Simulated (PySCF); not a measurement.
Several molecules and their computed UV-vis stick spectra, shuffled. Theory: PySCF, TDDFT wB97X-D/def2-SVPD, vertical, gas phase, core orbitals frozen in the response. Geometries: GFN2-xTB; one conformer of each isolated species. Triplets are in the Tamm–Dancoff approximation.

A. `N[Si@H](CC)O`
B. `C(OC)OCF`
C. `CCN[SiH2]O`
D. `CN(C)[SiH2]O`
E. `O=[PH2]O`

Lowest singlet levels (six at most, fewer where fewer were computed) with oscillator strengths:

1. 202 nm (f 0.013); 198 nm (f 0.020); 169 nm (f 0.023); 164 nm (f 0.016); 162 nm (f 0.057); 158 nm (f 0.022); T1 5.95 eV
2. 191 nm (f 0.017); 190 nm (f 0.007); 163 nm (f 0.029); 157 nm (f 0.030); 156 nm (f 0.008); 155 nm (f 0.005); T1 6.27 eV
3. 180 nm (f 0.040); 163 nm (f 0.013); 157 nm (f 0.024); 152 nm (f 0.002); 149 nm (f 0.009); 144 nm (f 0.016); T1 6.68 eV
4. 164 nm (f 0.003); 160 nm (f 0.004); 151 nm (f 0.028); 149 nm (f 0.044); 144 nm (f 0.066); 137 nm (f 0.044); T1 7.24 eV
5. 151 nm (f 0.009); 139 nm (f 0.019); 138 nm (f 0.034); 135 nm (f 0.016); 134 nm (f 0.049); 130 nm (f 0.026); T1 8.07 eV

Problem. Match each spectrum to its molecule.

Solution. 1 = D, 2 = C, 3 = A, 4 = E, 5 = B.
- A: S1 at 6.90 eV, HOMO→LUMO (64%), HOMO→LUMO+1 (23%); Löwdin shares by element: HOMO nitrogen 49%, silicon 15%, carbon 10% or more, hydrogen 9% or more (atoms not listed hold the other 17%); LUMO silicon 34%, oxygen 18%, hydrogen 17% or more (atoms not listed hold the other 32%); HOMO -9.35 and LUMO 1.99 eV.
- B: S1 at 8.19 eV, HOMO→LUMO (85%); Löwdin shares by element: HOMO oxygen 68%, carbon 12% or more, hydrogen 6% or more; LUMO carbon 48%, oxygen 7% or more (atoms not listed hold the other 45%); HOMO -10.27 and LUMO 2.28 eV.
- C: S1 at 6.48 eV, HOMO→LUMO (58%), HOMO→LUMO+1 (29%); Löwdin shares by element: HOMO nitrogen 56%, carbon 11% or more, silicon 10%, hydrogen 6% or more (atoms not listed hold the other 18%); LUMO silicon 35%, oxygen 28%, hydrogen 20% or more (atoms not listed hold the other 17%); HOMO -8.74 and LUMO 1.98 eV.
- D: S1 at 6.14 eV, HOMO→LUMO (86%); Löwdin shares by element: HOMO nitrogen 55%, carbon 17%, silicon 8% (atoms not listed hold the other 20%); LUMO silicon 32%, oxygen 25%, hydrogen 14% or more, carbon 7% or more (atoms not listed hold the other 23%); HOMO -8.31 and LUMO 1.95 eV.
- E: S1 at 7.56 eV, HOMO→LUMO (62%), HOMO→LUMO+1 (21%), HOMO→LUMO+3 (9%); Löwdin shares by element: HOMO oxygen 63% or more, phosphorus 20%, hydrogen 15% or more; LUMO oxygen 43%, phosphorus 27%, hydrogen 14% or more (atoms not listed hold the other 16%); HOMO -10.55 and LUMO 2.04 eV; point group Cs.
